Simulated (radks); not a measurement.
Neutral gadolinium inside a hard spherical wall (all orbitals vanish at R), configuration held at [Xe] 4f7 5d1 6s2 and not refilled when levels cross. Method: scalar-relativistic Kohn-Sham, PBE, spin-polarised, spherical densities, finite nucleus; open shells are filled with parallel spins first (spin-orbit coupling, left out, can overturn this in heavy ions); Fermi nuclear charge, rms radius 5.1569 fm; computed with a radial shooting solver on a logarithmic mesh with Libxc functionals. Eigenvalues in eV for spin up, with the zero of energy where the potential of the charges vanishes at infinity; a dash marks a level that is unbound or too diffuse for the functional's potential to be trusted. A positive occupied level is held by the wall or, in an anion where self-interaction has pushed it up, behind a barrier. The pressure on the wall is -dE/dV.

R (bohr)  E (hartree)  kinetic (hartree)    e(5p)    e(4f)   e(6s)   e(5d)  e(6p, empty)  e(7s, empty)  pressure (GPa)
free      -11270.6185          12100.477  -28.179  -10.449  -4.345  -2.955        -1.439             -               0
20        -11270.6185          12100.477  -28.179  -10.449  -4.345  -2.955        -1.439             -        < 0.0001
15        -11270.6185          12100.478  -28.177  -10.447  -4.344  -2.953        -1.430         0.275        0.000154
12        -11270.6182          12100.481  -28.149  -10.419  -4.324  -2.929        -1.365         0.980         0.00520
8         -11270.6019          12100.591  -27.516   -9.772  -3.798  -2.377        -0.352         5.783           0.587
7         -11270.5749          12100.733  -26.883   -9.115  -3.169  -1.808         0.707         9.568            2.01
4         -11269.6571          12104.262  -19.964   -1.332  10.392   6.222        20.155        61.499             170
3         -11266.8497          12114.686   -9.301   11.120  41.610  20.900        59.044        146.99            1530
